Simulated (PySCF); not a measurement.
## Working with the constants of InGa

UHF-CCSD(T) constants of InGa, ³Π (triplet), unpaired electrons σ ↑, π ↑ (PySCF, scalar-relativistic core potentials, basis sets In cc-pVDZ-PP with ECP28, Ga cc-pVDZ-PP with ECP10; masses 114.9039 and 68.9256 u):

```
ωe              : 142.0 cm⁻¹
ωexe            : 0.423 cm⁻¹
Be              : 0.046311 cm⁻¹
αe              : 0.000194 cm⁻¹
D (centrifugal) : 1.97e-08 cm⁻¹
De to In + Ga   : 1.12 eV
```

**Question.** Give the vibrational terms G(v) and spacings up to v = 6.

**Answer.** G(v) = ωe(v+½) − ωexe(v+½)².

| v | G(v) (cm⁻¹) | G(v) − G(v−1) | Bv (cm⁻¹) |
| --- | --- | --- | --- |
| 0 | 70.9 |  | 0.04621 |
| 1 | 212.0 | 141.2 | 0.04602 |
| 2 | 352.4 | 140.3 | 0.04583 |
| 3 | 491.8 | 139.5 | 0.04563 |
| 4 | 630.4 | 138.6 | 0.04544 |
| 5 | 768.2 | 137.8 | 0.04524 |
| 6 | 905.1 | 136.9 | 0.04505 |

**Question.** How well does the Morse estimate ωe²/(4ωexe) reproduce De, and what is D0?

**Answer.** It gives 1.48 eV, 132 % of the computed De. D0 = De − G(0) = 1.12 − 0.01 = 1.11 eV.

Correlated steps freeze 8 core orbitals. Correlated levels converge slowly with the basis: in double zeta they bind strong bonds too weakly, by up to about 1 eV, and carry superposition errors of some tenths. These are scalar-relativistic numbers at best; spin–orbit coupling would shift them, the dissociation energy most. The state was picked by a PBE0 search and need not be the measured ground state.
